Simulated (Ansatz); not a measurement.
Mulliken charges of AlH$_{4}$NSeSi, SMILES `[SeH][SiH]1[NH][AlH]1` from PBE/def2-TZVPP in Ansatz (PBE0-D4/def2-TZVP geometry).

```csv
atom,x (Å),y (Å),z (Å),charge (e)
Se1,-2.327,0.454,0.674,-0.183
Si2,-0.283,0.434,-0.358,0.181
N3,1.037,-0.363,0.476,-0.271
Al4,0.914,-1.443,-0.930,0.248
H5,-2.319,1.906,0.891,0.054
H6,-0.048,1.857,-0.730,-0.068
H7,1.488,-0.145,1.354,0.113
H8,1.629,-2.758,-1.431,-0.073
```

Q: By hand: the dipole of these point charges (1 e Å = 4.8032 D).

A: Σ q r = (0.248, -0.102, -0.193) e Å, of length 0.330 e Å = 1.59 D.

Q: How does the dipole of the full density compare? (Best estimate.)

A: Computed: (0.356, -0.068, 0.009) e Å, 1.74 D; the point charges give 0.91 times that, at 39° from its direction.

Point charges leave out the atoms' own dipoles, such as those of lone pairs, and Mulliken's split depends on the basis, so the two needn't agree.
